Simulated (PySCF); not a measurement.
Vertical excitations of a molecule C₄H₂BrCl from TDDFT-PBE/def2-SVPD (PySCF), as energy in eV (oscillator strength): 4.38 (0.000), 4.62 (0.000), 4.67 (0.261), 5.02 (0.000), 5.27 (0.000), 5.43 (0.101), 5.53 (0.047), 5.91 (0.036), 5.91 (0.000), 6.03 (0.003). Lowest triplet (TDA): 2.99 eV. Geometry optimised at B3LYP-D3(BJ)/def2-SVP. The values are those of a single conformer.

Which molecule gave these data?
A. C#C/C(Cl)=C\Br
B. C#C/C=C(/Cl)Br
C. C#C/C(Br)=C\Cl

B, C#C/C=C(/Cl)Br
